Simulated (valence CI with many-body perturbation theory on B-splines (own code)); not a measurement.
# E1 transitions of P III

Level of theory: valence CI with perturbative core correlation (CI+MBPT): three valence electrons over a frozen Dirac-Fock core [Ne], radial functions for each j: 11 s, 11 p, 9 d, 7 f, 5 g, 2 h, 1 i, with the one-electron correlation potential Σ1 (screened to all orders), the two-electron term Σ2, the three-electron term Σ3, Breit, model QED; selected single and double excitations, second order for the rest, scaled by the run's own slope (own B-spline code, finite nucleus).

Set against measurement, 13 paired levels are off by 60 cm⁻¹ on average, the worst by 100. These come from a selection out of Martin, Zalubas and Musgrove, J. Phys. Chem. Ref. Data 14, 751 (1985). Levels without a partner in it may be off by more.

Lines 1 to 50 of 285 in falling wavelength, among levels below 206808 cm⁻¹, chosen from the strongest by gf and those to the six lowest levels. Wavelengths and rates use the calculated energies, so an error of 60 cm⁻¹ moves a line at 3224 nm by 1.9 % and its rate by three times that or more. Electric multipoles are in the length gauge, E1 and E2 with the static RPA response of the core. Weak lines are less certain than strong ones. Lines between different terms over intervals too small for the method are left out, as are lines whose strength nearly cancels. Where a level lies close to another of its J and parity, the split of strength between their lines is uncertain. The highest levels of a list are the least certain.

Names give the largest LS component (configuration and term), which can be under half, so a name can repeat, a term be missing and a line seem to break the LS rules; names also repeat where a configuration has a term twice. Letters in brackets count levels of one name in rising energy.

| λ vac (nm) | Upper | Lower | A (s⁻¹) | S (a.u.) with core polarisation | S without |
| --- | --- | --- | --- | --- | --- |
| 3224 | 3s2 5g 2G_7/2 | 3s2 5f 2F°_5/2 | 1.41e+06 | 1.87e+02 | 1.87e+02 |
| 3192 | 3s2 5g 2G_7/2 | 3s2 5f 2F°_7/2 | 5.37e+04 | 6.89e+00 | 6.89e+00 |
| 3192 | 3s2 5g 2G_9/2 | 3s2 5f 2F°_7/2 | 1.50e+06 | 2.41e+02 | 2.41e+02 |
| 2106 | 3s2 6p 2P°_3/2 [a] | 3s2 6s 2S_1/2 | 4.87e+06 | 8.97e+01 | 8.97e+01 |
| 2103 | 3s2 6p 2P°_1/2 | 3s2 6s 2S_1/2 | 5.72e+06 | 5.25e+01 | 5.26e+01 |
| 1849 | 3s2 6p 2P°_3/2 [b] | 3s2 6s 2S_1/2 | 6.76e+06 | 8.42e+01 | 8.42e+01 |
| 1838 | 3s 3p 3d 2P°_1/2 | 3s2 6s 2S_1/2 | 5.66e+06 | 3.47e+01 | 3.47e+01 |
| 1589 | 3s2 4f 2F°_5/2 | 3s2 4d 2D_3/2 | 4.93e+06 | 5.85e+01 | 5.85e+01 |
| 1589 | 3s2 4f 2F°_5/2 | 3s2 4d 2D_5/2 | 3.52e+05 | 4.18e+00 | 4.18e+00 |
| 1589 | 3s2 4f 2F°_7/2 | 3s2 4d 2D_5/2 | 5.29e+06 | 8.37e+01 | 8.37e+01 |
| 1453 | 3s2 6p 2P°_3/2 [a] | 3s2 5d 2D_5/2 | 1.28e+07 | 7.78e+01 | 7.78e+01 |
| 1453 | 3s2 6p 2P°_3/2 [a] | 3s2 5d 2D_3/2 | 1.43e+06 | 8.65e+00 | 8.65e+00 |
| 1452 | 3s2 6p 2P°_1/2 | 3s2 5d 2D_3/2 | 1.67e+07 | 5.03e+01 | 5.03e+01 |
| 1339 | 3s2 5d 2D_3/2 | 3s 3p 4s 2P°_3/2 | 6.44e+05 | 3.05e+00 | 3.05e+00 |
| 1339 | 3s2 5d 2D_5/2 | 3s 3p 4s 2P°_3/2 | 3.86e+06 | 2.74e+01 | 2.74e+01 |
| 1326 | 3s2 6p 2P°_3/2 [b] | 3s2 5d 2D_5/2 | 1.39e+07 | 6.39e+01 | 6.38e+01 |
| 1326 | 3s2 6p 2P°_3/2 [b] | 3s2 5d 2D_3/2 | 1.54e+06 | 7.09e+00 | 7.09e+00 |
| 1320 | 3s 3p 3d 2P°_1/2 | 3s2 5d 2D_3/2 | 1.27e+07 | 2.89e+01 | 2.89e+01 |
| 1277 | 3s2 5d 2D_3/2 | 3s 3p 4s 2P°_1/2 | 3.83e+06 | 1.58e+01 | 1.57e+01 |
| 1179 | 3s 3p 4s 4P°_1/2 | 3s2 5s 2S_1/2 | 1.23e+06 | 1.99e+00 | 1.99e+00 |
| 1156 | 3s 3p 4s 4P°_3/2 | 3s2 5s 2S_1/2 | 6.71e+06 | 2.04e+01 | 2.05e+01 |
| 1151 | 3s2 5p 2P°_1/2 | 3s2 5s 2S_1/2 | 1.88e+07 | 2.82e+01 | 2.82e+01 |
| 1133 | 3s2 5p 2P°_3/2 | 3s2 5s 2S_1/2 | 1.41e+07 | 4.04e+01 | 4.05e+01 |
| 1041 | 3s2 6s 2S_1/2 | 3s 3p 4s 2P°_3/2 | 1.05e+07 | 1.17e+01 | 1.17e+01 |
| 1003 | 3s2 6s 2S_1/2 | 3s 3p 4s 2P°_1/2 | 5.90e+06 | 5.88e+00 | 5.88e+00 |
| 832.9 | 3s 3p 4s 4P°_1/2 | 3s2 4d 2D_3/2 | 2.65e+06 | 1.51e+00 | 1.51e+00 |
| 821.3 | 3s 3p 4s 4P°_3/2 | 3s2 4d 2D_3/2 | 1.42e+06 | 1.55e+00 | 1.55e+00 |
| 821.3 | 3s 3p 4s 4P°_3/2 | 3s2 4d 2D_5/2 | 1.27e+07 | 1.39e+01 | 1.39e+01 |
| 818.8 | 3s2 5p 2P°_1/2 | 3s2 4d 2D_3/2 | 3.96e+07 | 2.15e+01 | 2.15e+01 |
| 809.9 | 3s2 5p 2P°_3/2 | 3s2 4d 2D_3/2 | 2.93e+06 | 3.07e+00 | 3.07e+00 |
| 809.8 | 3s2 5p 2P°_3/2 | 3s2 4d 2D_5/2 | 2.63e+07 | 2.76e+01 | 2.76e+01 |
| 698.8 | 3s2 5d 2D_3/2 | 3s2 5p 2P°_3/2 | 1.16e+07 | 7.83e+00 | 7.83e+00 |
| 698.8 | 3s2 5d 2D_5/2 | 3s2 5p 2P°_3/2 | 7.00e+07 | 7.07e+01 | 7.07e+01 |
| 692.3 | 3s2 5d 2D_3/2 | 3s2 5p 2P°_1/2 | 8.29e+07 | 5.43e+01 | 5.43e+01 |
| 690.5 | 3s2 5d 2D_3/2 | 3s 3p 4s 4P°_3/2 | 6.08e+06 | 3.95e+00 | 3.95e+00 |
| 690.5 | 3s2 5d 2D_5/2 | 3s 3p 4s 4P°_3/2 | 3.65e+07 | 3.56e+01 | 3.56e+01 |
| 682.5 | 3s2 5d 2D_3/2 | 3s 3p 4s 4P°_1/2 | 6.07e+06 | 3.81e+00 | 3.81e+00 |
| 671.8 | 3s 3p 4p 4D_1/2 | 3s 3p 4s 2P°_3/2 | 2.95e+06 | 8.84e-01 | 8.83e-01 |
| 663.4 | 3s 3p 4p 4D_3/2 | 3s 3p 4s 2P°_3/2 | 5.41e+06 | 3.12e+00 | 3.11e+00 |
| 660.4 | 3s2 5g 2G_9/2 | 3s 3p 3d 2F°_7/2 | 1.82e+06 | 2.59e+00 | 2.59e+00 |
| 655.9 | 3s 3p 4p 4D_1/2 | 3s 3p 4s 2P°_1/2 | 6.66e+06 | 1.85e+00 | 1.85e+00 |
| 653.4 | 3s 3p 4s 2P°_1/2 | 3s2 5s 2S_1/2 | 1.74e+07 | 4.80e+00 | 4.80e+00 |
| 647.8 | 3s 3p 4p 4D_3/2 | 3s 3p 4s 2P°_1/2 | 1.38e+06 | 7.43e-01 | 7.43e-01 |
| 640.8 | 3s2 5g 2G_7/2 | 3s 3p 3d 2F°_5/2 | 2.07e+06 | 2.15e+00 | 2.15e+00 |
| 638.3 | 3s 3p 4s 2P°_3/2 | 3s2 5s 2S_1/2 | 1.73e+07 | 8.88e+00 | 8.89e+00 |
| 634.2 | 3s 3p 3d 2F°_5/2 | 3s2 4d 2D_3/2 | 1.52e+06 | 1.15e+00 | 1.14e+00 |
| 616.1 | 3s 3p 3d 2F°_7/2 | 3s2 4d 2D_5/2 | 1.62e+06 | 1.50e+00 | 1.49e+00 |
| 608.1 | 3s2 6s 2S_1/2 | 3s2 5p 2P°_3/2 | 5.77e+07 | 1.28e+01 | 1.28e+01 |
| 603.2 | 3s2 6s 2S_1/2 | 3s2 5p 2P°_1/2 | 4.00e+07 | 8.67e+00 | 8.66e+00 |
| 601.8 | 3s2 6s 2S_1/2 | 3s 3p 4s 4P°_3/2 | 2.89e+07 | 6.21e+00 | 6.20e+00 |
